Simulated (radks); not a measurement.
Values are calculated unless marked as measured or tabulated.
Ni4.25+, configuration [Ne] 3s2 3d(up 3.5, down 3.5) 3p(up 2.5, down 2.25) (fractional occupations, a model configuration). Code: a radial shooting solver on a logarithmic mesh with Libxc functionals. Model: non-relativistic Kohn-Sham, TPSS, spin-polarised, spherical densities, point nucleus; meta-GGA in the generalised Kohn-Sham scheme.

Unscreened Slater integrals over Kohn-Sham orbitals (cm^-1). They are taken over the spin-up orbitals.

F0(3d,3d): 244760
F2(3d,3d): 116580
F4(3d,3d): 73214
F0(3d,3p): 252110
F2(3d,3p): 121490
G1(3d,3p): 148860
G3(3d,3p): 91610
F0(3d,3s): 255490
G2(3d,3s): 113580
F0(3p,3p): 261920
F2(3p,3p): 131870
F0(3p,3s): 265360
G1(3p,3s): 176270
F0(3s,3s): 269160

Derived for the open shells (J is the average intra-shell exchange parameter used in DFT+U). 3d: Racah B = F2/49 - 5 F4/441 = 1549 cm^-1, C = 35 F4/441 = 5811 cm^-1, C/B = 3.75, F4/F2 = 0.628, J = (F2 + F4)/14 = 13560 cm^-1. 3p: J = F2/5 = 26370 cm^-1.
